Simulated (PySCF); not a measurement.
PySCF 2.14 output of an unrestricted r2SCAN calculation on a single atom or ion in 6-31G*, with no relativity, point nucleus:

```
SCF conv_tol = 1e-09
number electrons alpha = 9  beta = 7
    J. W. Furness, A. D. Kaplan, J. Ning, J. P. Perdew, and J. Sun.,  J. Phys. Chem. Lett. 11, 8208-8215 (2020)
    J. W. Furness, A. D. Kaplan, J. Ning, J. P. Perdew, and J. Sun.,  J. Phys. Chem. Lett. 11, 9248-9248 (2020)
    J. W. Furness, A. D. Kaplan, J. Ning, J. P. Perdew, and J. Sun.,  J. Phys. Chem. Lett. 11, 8208-8215 (2020)
    J. W. Furness, A. D. Kaplan, J. Ning, J. P. Perdew, and J. Sun.,  J. Phys. Chem. Lett. 11, 9248-9248 (2020)
cycle= 1 E= -459.606360577056  delta_E= -0.00353  |g|= 0.00834  |ddm|= 0.0682
cycle= 2 E= -459.606410479624  delta_E= -4.99e-05  |g|= 0.00165  |ddm|= 0.0129
cycle= 3 E= -459.606412490182  delta_E= -2.01e-06  |g|= 0.000563  |ddm|= 0.00386
cycle= 4 E= -459.606412691703  delta_E= -2.02e-07  |g|= 3.67e-05  |ddm|= 0.00104
cycle= 5 E= -459.606412693399  delta_E= -1.7e-09  |g|= 4.97e-06  |ddm|= 0.000107
cycle= 6 E= -459.606412693431  delta_E= -3.19e-11  |g|= 9.44e-08  |ddm|= 1.77e-05
converged SCF energy = -459.606412693431  <S^2> = 2.0036801  2S+1 = 3.0024524
```

The run itself started from symmetry-adapted Hartree-Fock orbitals and held the occupation by maximum overlap, on a logarithmic radial grid, so the iterations belong to that start.

Problem. Which element, charge and spin multiplicity is this?

Solution. Cl⁺ (chlorine, charge +1), multiplicity 3; the state was [Ne] 3s2 3p4, high-spin 3P determinant.
